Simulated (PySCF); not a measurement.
Compound: C₉H₇NS.
Bonds: C1–C2 (aromatic), C2–C3 (aromatic), C3–C4, C4–C5 (aromatic), C5–C6 (aromatic), C6–S7 (aromatic), S7–C8 (aromatic), C3–C9 (aromatic), C9–C10 (aromatic), C10–N11 (aromatic), C1–N11 (aromatic), C4–C8 (aromatic). Hydrogens: H12 on C1; H13 on C2; H14 on C5; H15 on C6; H16 on C8; H17 on C9; H18 on C10.

Computed with PBE0-D3(BJ)/def2-SVP geometry optimisation, gas phase (PySCF).

(1) What internal coordinates does the optimisation give?

Results:

(1) 
| bond | length (bohr) |
| --- | --- |
| C1–C2, C9–C10 | 2.631 |
| C2–C3, C3–C9 | 2.648 |
| C3–C4 | 2.779 |
| C4–C5 | 2.707 |
| C5–C6 | 2.584 |
| C6–S7 | 3.245 |
| S7–C8 | 3.232 |
| C1–N11, C10–N11 | 2.515 |
| C4–C8 | 2.606 |
| C1–H12, C10–H18 | 2.072 |
| C2–H13, C9–H17 | 2.064 |
| C5–H14 | 2.061 |
| C6–H15 | 2.058 |
| C8–H16 | 2.058 |

Bonds in one row agree within 0.02 bohr and their mean is given. A selection of angles:
| angle | degrees |
| --- | --- |
| C2–C1–N11 | 123.9 |
| C2–C1–H12 | 119.7 |
| N11–C1–H12 | 116.4 |
| C1–C2–C3 | 119.3 |
| C1–C2–H13 | 120.0 |
| C3–C2–H13 | 120.7 |
| C2–C3–C4 | 121.8 |
| C2–C3–C9 | 116.6 |
| C3–C4–C5 | 124.6 |
| C3–C4–C8 | 124.2 |
| C5–C4–C8 | 111.2 |
| C4–C5–C6 | 112.9 |
| C4–C5–H14 | 123.9 |
| C6–C5–H14 | 123.2 |
| C5–C6–S7 | 111.6 |
| C5–C6–H15 | 128.1 |
| S7–C6–H15 | 120.3 |
| C6–S7–C8 | 91.9 |
| S7–C8–H16 | 120.1 |
| C4–C8–S7 | 112.3 |
| C4–C8–H16 | 127.6 |
| C1–N11–C10 | 117.0 |

Torsions: C2–C3–C4–C5 153° (antiperiplanar). The mirror-image conformer, all signs reversed, is as good.

The C–C distances run from 1.367 Å (C5–C6, aromatic) to 1.471 Å (C3–C4, drawn single), a spread of 0.104 Å. Of the pairs four or more bonds apart, C8···H13 is among the closest relative to their van der Waals radii: 2.79 Å, 96 % of the sum of Bondi's values. The 6-membered ring C1–C2–C3–C9–C10–N11 has internal angles of 116.6° to 123.9° (sum 720°, against 720° for a flat polygon); it is planar, 0.00 Å rms from its mean plane, widest ring torsion 0°. The 5-membered ring C4–C5–C6–S7–C8 has internal angles of 91.9° to 112.9°; it is planar, 0.00 Å rms from its mean plane, widest ring torsion 0°.

Point group: C1 (no symmetry element, even within 0.4 Å). No frequency check. One conformer, not necessarily the lowest.
